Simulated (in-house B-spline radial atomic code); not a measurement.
A fraction x of an electron is removed from 5p in Pr⁵⁺, starting from [Kr] 4d10 5s2 5p6 and keeping the highest spin. Computed with an all-electron radial atomic-structure program (B-spline basis): scalar-relativistic (X2C) LDA exchange-only, spin-polarised, spherical fractional occupations, Fermi nucleus of rms radius 4.8919 fm.

| x | E(x) - E(0) (eV) | 5p down level (eV) |
| --- | --- | --- |
| 0 | 0.0000 | -75.303 |
| 0.05 | 3.7819 | -75.975 |
| 0.15 | 11.4469 | -77.324 |
| 0.27 | ? | ? |
| 0.38 | 29.5890 | -80.437 |
| 0.5 | 39.3393 | -82.068 |
| 0.51 | 40.1606 | -82.204 |
| 0.71 | 56.8742 | -84.934 |
| 0.87 | ? | ? |
| 0.98 | 80.3057 | -88.636 |
| 1 | 82.0812 | -88.911 |

Problem. What belongs in the row x = 0.27?

Solution. An energy change of 20.8230 eV; 5p down at -78.946 eV.

Problem. What belongs in the row x = 0.87?

Solution. An energy change of 70.6389 eV; 5p down at -87.125 eV.

Problem. Check Janak's theorem between x = 0.05 and 0.15.

Solution. The slope of the energy is 76.65 eV; the orbital levels give 76.65 eV (-ε of the emptying orbital, averaged over the two points).
